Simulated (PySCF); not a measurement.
AsF₂, SMILES F[As]F, multiplicity 2.

Coordinates come from a B3LYP-D3(BJ)/def2-TZVP optimisation. The isomer is the one that the SMILES or the coordinates give; other isomers of the formula were not compared.

All values below come from TDA-LC-ωPBE/def2-SVPD run with PySCF.

Vertical excitations. 

Computed excitation energies, oscillator strengths and character:
```
state    energy (eV)  λ (nm)      f                                main pairs
-------  -----------  ------  -----  ----------------------------------------
root 1          3.34     372  0.000                          α HOMO→LUMO 97 %
root 2          4.22     294  0.004                        α HOMO→LUMO+1 93 %
root 3          5.74     216  0.046                          β HOMO→LUMO 94 %
root 4          6.85     181  0.087                        α HOMO→LUMO+2 96 %
root 5          6.85     181  0.000    α HOMO−1→LUMO 35 %, β HOMO→LUMO+1 56 %
root 6          7.43     167  0.000                        β HOMO−1→LUMO 98 %
root 7          7.72     161  0.000                        β HOMO−2→LUMO 89 %
root 8          7.90     157  0.001  α HOMO−1→LUMO+1 37 %, β HOMO→LUMO+2 51 %
root 9          8.42     147  0.001   α HOMO−1→LUMO+1 5 %, β HOMO−3→LUMO 87 %
root 10         8.67     143  0.002                        β HOMO−4→LUMO 95 %
```
Unrestricted roots are not spin-pure.
